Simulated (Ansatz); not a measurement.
Question: Name a neutral molecule of C, F and H with size of the dipole moment (PBE/def2-TZVPP) between 2.35 and 2.65 D and HOMO–LUMO gap (ωB97M-V/def2-TZVPP) between 13.80 and 14.10 eV (Ansatz, PBE0-D4/def2-TZVP geometry).

Answer: `FC1CCC1(F)F` (2.36 D, 14.02 eV). Other molecules can fit too; these were computed, each in one conformer that needn't be the lowest.
